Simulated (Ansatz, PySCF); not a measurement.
Here is a job for PySCF.
```python
from pyscf import gto, scf, dft

mol = gto.M(
    atom='''
K    -0.539800   -0.445200   -0.729200
F     0.539800    0.445200    0.729200
''',
    basis='def2-svpd',
    charge=1,
    spin=1,
    verbose=4,
)

mf = dft.UKS(mol)
mf.xc = 'b97m_v'
mf.grids.atom_grid = (99, 590)
mf.grids.prune = None
mf.kernel()
```

Convert this to an input for Ansatz (a quantum-chemistry and plane-wave program).

One answer among several that fit: 
Ansatz 0.2 input:
```yaml
crystal:
  periodic: [false, false, false]
  atoms:
    - {symbol: K, position_ang: [-0.53980000, -0.44520000, -0.72920000]}
    - {symbol: F, position_ang: [0.53980000, 0.44520000, 0.72920000]}
basis:
  gaussian:
    orbitals: def2-SVPD
hamiltonian:
  xc: {name: B97M-V}
total_charge: 1
magnetization: {spin_polarized: true, initial_magnetization: 1}
accuracy: high
```

Both were run: PySCF gave -699.104075 Eh and Ansatz -699.104100 Eh, 0.025 mEh apart.
